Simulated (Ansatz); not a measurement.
```xyz
10

C     0.7963   -1.4269   -0.8146
O     0.4453   -0.5019    0.1982
B    -0.4777    0.4527    0.0130
B    -0.7933    1.5428    1.2818
F    -1.6983    1.3401    2.2202
Cl    0.0817    3.0723    1.3562
H     1.8606   -1.3212   -1.0319
H     0.2150   -1.2526   -1.7240
H     0.6105   -2.4371   -0.4460
H    -1.0401    0.5317   -1.0529
```

Total charge 0; spin multiplicity 1.

Question: List the PBE/def2-TZVPP orbital energies in eV (Ansatz 0.2.0). (Best estimate.)

Answer: Ansatz gave: Occupied: -2739.10, -660.61, -511.40, -270.53, -249.69, -190.36, -190.25, -190.19, -179.13, -177.42, -30.62, -26.42, -20.83, -17.72, -13.90, -13.38, -11.87, -11.67, -11.55, -11.40, -11.15, -9.73, -8.44, -8.32, -8.19, -7.85, -6.73. Lowest empty: -1.87, -1.75, 0.51, 1.07, 1.42, 1.81, 2.07, 2.28.
